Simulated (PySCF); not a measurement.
This script is equivalent to a calculation on Rb (rubidium, neutral).

```python
from pyscf import gto, scf, dft, mp, cc
import basis_set_exchange as bse
mol = gto.M(atom="Rb 0 0 0", charge=0, spin=1, symmetry="D2h",
            basis=gto.basis.parse(bse.get_basis("ANO-RCC-VTZP", elements=["Rb"], fmt="nwchem")),
            nucmod="G")
mf = dft.UKS(mol, xc="PBE0").sfx2c1e()
mf.irrep_nelec = {'Ag': (7, 6), 'B1g': (1, 1), 'B2g': (1, 1), 'B3g': (1, 1), 'B1u': (3, 3), 'B2u': (3, 3), 'B3u': (3, 3)}
mf.kernel()
```

What total energy does it give?

-2980.62 hartree (calculated).

Which occupied shell lies highest, and where?

5s α, at -2.867 eV.

What is ⟨S²⟩, and what would a pure spin state give?

0.750, against 0.75.
